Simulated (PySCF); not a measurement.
CH10FNSi3. Atoms are numbered in the order given.

```xyz
16

C      2.0273    -0.3578     1.4930
Si     0.9711    -0.8051     0.0249
F      1.7503    -0.3381    -1.3401
N     -0.5305     0.0825    -0.0306
Si    -1.7934    -0.2188     1.1536
Si    -0.7887     1.2886    -1.2954
H      2.9924    -0.8896     1.4677
H      2.2251     0.7261     1.5067
H      1.5183    -0.6249     2.4342
H      0.7464    -2.2687    -0.0700
H     -2.0612     0.9803     1.9946
H     -1.3122    -1.3226     2.0324
H     -3.0688    -0.6313     0.5073
H     -2.1032     1.9204    -0.9891
H     -0.8514     0.6810    -2.6502
H      0.2658     2.3361    -1.2788
```

Geometry optimised at TPSSh-D3(BJ)/def2-SVP. The structure was generated by enumeration; whether it is a known compound was not checked. The values are those of a single conformer.

Level of theory: PySCF with r2SCAN/def2-TZVP.

Gas-phase values at a fixed geometry.

total energy: -1067.27701 hartree
highest occupied level: -6.66 eV
lowest empty level: -0.60 eV
orbital gap: 6.06 eV
dipole moment: 1.55 D
quadrupole, principal values (traceless, Buckingham form, about the centre of nuclear charge): -5.09, 0.14, 4.95 D·Å
